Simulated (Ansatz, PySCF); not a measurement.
This triplet lies 0.24 eV above the relaxed singlet at the level composite: frozen-core CCSD(T) with HF/cc-pVQZ and the correlation energy extrapolated as X^-3 from cc-pVTZ and cc-pVQZ, plus CCSDT(Q) minus CCSD(T) in cc-pVDZ // PBE0-D3(BJ)/def2-TZVP (Ansatz, a program for electronic structure); other levels give the other order.

Cartesian coordinates (Å):
```xyz
5

Al    -0.8866    -0.0346     0.0127
Ge     1.4655    -0.6149     0.0237
H     -1.9125    -1.2350     0.0945
H     -1.3129     1.4909    -0.0687
H      2.6465     0.3937    -0.0623
```
Charge 0, spin multiplicity 3.

### Question
What is the computed dipole moment, total energy and highest occupied spin orbital (PBE0-D3(BJ)/def2-TZVP (PySCF))?

### Answer

```json
{
 "dipole_moment": "0.05 D",
 "total_energy": "-2320.7913 Ha",
 "highest_occupied_spin_orbital": "-5.99 eV"
}
```
